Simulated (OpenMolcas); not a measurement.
## Ni2+, Pd2+, Pt2+: d⁸ down the group

```
Program             : OpenMolcas 26.06
Method              : XMS-CASPT2, IPEA 0.25 Eh, imaginary shift 0.1 Eh
Basis               : ANO-RCC-VTZP
Scalar Hamiltonian  : DKH2, point nucleus
Spin-orbit coupling : RASSI with atomic mean-field integrals over the reference wave functions, term energies averaged over their components
```

Active space for each ion: 8 electrons in 5 orbitals (d); closed shells correlated by CASPT2: Ni2+ 3s 3p; Pd2+ 4s 4p; Pt2+ 5s 5p.

Computed levels in cm-1 above ³F₄:

```csv
Level,Ni2+,Pd2+,Pt2+
³F₃,1347,3140,9990
³P₂,16980,10340,15520
³P₁,17320,13600,18910
³P₀,17580,13860,16640
¹G₄,23430,18110,22730
¹S₀,53450,41990,48270
weight of ³F in the lowest level (%),100,99,96
```

Mixed levels, with the weight of the term that names them: Pd2+ ³P₂ (56 %), Pt2+ ³P₂ (51 %).

Measured, with the error of the calculation in %. Measured levels: Ni2+ from Corliss and Sugar, J. Phys. Chem. Ref. Data 10, 197 (1981); Pd2+ from Moore, Atomic Energy Levels, vol. III, NSRDS-NBS 35 (1971 reprint of NBS Circular 467, 1958); Pt2+ from NIST levels as listed in McCann et al., Mon. Not. R. Astron. Soc. 538, 537 (2025).

| Level | Ni2+ | Pd2+ | Pt2+ |
| --- | --- | --- | --- |
| ³F₃ | 1361 (-1.0) | 3230 (-2.8) | 9752 (+2.4) |
| ³P₂ | 16662 (+1.9) |  |  |
| ³P₁ | 16978 (+2.0) | 13470 (+1.0) | 16782 (+12.7) |
| ³P₀ | 17231 (+2.0) | 13699 (+1.2) | 14939 (+11.4) |
| ¹G₄ | 23109 (+1.4) | 17880 (+1.3) | 21331 (+6.6) |
| ¹S₀ | 52532 (+1.8) |  |  |

The fine-structure level ³F₃ changes by a factor of 7.42 from Ni2+ to Pt2+.

Without spin-orbit coupling ³P lies 15970, 10460, 8920 cm-1 above ³F in that order; the difference to the level ³P₂, of either sign, comes from spin-orbit coupling, which also lowers the zero.

Term energies are means over components that CASPT2 splits; among the terms shown or strongly mixed into the levels shown the widest spread is 1300 cm-1 (3d⁸ ³F, Ni2+). Levels of configurations with an s electron are missing; early in the row they begin among the upper levels of the d shell and mix with terms of their name (holds for Pd2+). The CASPT2 spread within a term exceeds the gap to the next term for 4d⁸ ¹D and 4d⁸ ³P, so the order of their levels is uncertain, and so are names and mixing where such terms share a J (holds for Pd2+). Configurations with an s electron lie low in 5d ions of this charge, fall among these levels and mix in, so low-spin terms can stand far too high, up to twice their true height, and weights are not those of the real levels (holds for Pt2+). Measured partners are found by configuration, term and J. A level has none where our copy of the source lacks it or the pairing is in doubt (some pairs that miss far off the trend of their configuration count as doubtful), and it then counts in no deviation. Only configurations of the active space appear.
